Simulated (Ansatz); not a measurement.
Species: C2H7NS, SMILES `CN(C)S` (C–N–S–H torsion 115°) (charge 0, multiplicity 1).

Q: Give a relaxed geometry from B3LYP-D3(BJ)/def2-TZVP (Ansatz, an electronic-structure program).

A: This is not unique; one that fits is the end point of this relaxation, one of several conformers (outside a Z-matrix the atoms follow the SMILES, hydrogens last).
Bonds (Å): C1–N2 1.459, C1–H5 1.088, C1–H6 1.100, C1–H7 1.093, N2–C3 1.459, N2–S4 1.721, C3–H8 1.093, C3–H9 1.088, C3–H10 1.100, S4–H11 1.348. Bond angles (°): N2–C1–H5 109.7, N2–C1–H6 113.2, N2–C1–H7 108.6, H5–C1–H6 108.6, H5–C1–H7 108.7, H6–C1–H7 108.1, C1–N2–C3 112.8, C1–N2–S4 113.5, C3–N2–S4 113.5, N2–C3–H8 108.6, N2–C3–H9 109.7, N2–C3–H10 113.2, H8–C3–H9 108.7, H8–C3–H10 108.1, H9–C3–H10 108.6, N2–S4–H11 97.7.
